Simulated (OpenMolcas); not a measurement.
Computed levels of 2s2 2p3 in ions with 7 electrons, in cm-1 above 4S* 3/2.

```json
{
 "Program": "OpenMolcas 26.06",
 "Method": "SS-RASPT2, IPEA 0.25 Eh, imaginary shift 0.1 Eh",
 "Basis": "ANO-R2",
 "Scalar Hamiltonian": "X2C, finite nucleus",
 "Spin-orbit coupling": "RASSI with atomic mean-field integrals over the reference wave functions, term energies averaged over their components"
}
```

Active space for each ion: 5 electrons in 9 orbitals (RAS2 2s 2p; RAS3 3d, at most 2 electrons); closed shells correlated by CASPT2: 1s.

```
  Level      N    F2+   Ne3+
2D* 3/2  19870  34910  42220
2D* 5/2  19870  34920  42240
2P* 3/2  29720  52630  63660
2P* 1/2  29720  52630  63660
```

Problem. Estimate 2D* 3/2, 2D* 5/2 for O+ from its neighbours N and F2+.

Solution. 2D* 3/2 is another term, which grows about linearly with the charge: (19870 + 34910) / 2 = 27390. The calculation gives 27510, so the estimate is off by -0.4 %; the measured value is 26831 (NIST Handbook of Basic Atomic Spectroscopic Data).
2D* 5/2 is another term, which grows about linearly with the charge: (19870 + 34920) / 2 = 27395. The calculation gives 27510, so the estimate is off by -0.4 %; the measured value is 26811 (NIST Handbook of Basic Atomic Spectroscopic Data).

Active for correlation alone: 3d; no level in the range computed is led by a configuration that fills it, so any true level of that kind is missing. Computed and measured levels are paired by configuration, term and J; levels that our copy of the source lacks, or whose pairing is in doubt (as where it misses far off the trend of its configuration), stay unpaired and out of the deviations. Levels of configurations outside the active space are missing.

* marks odd parity.
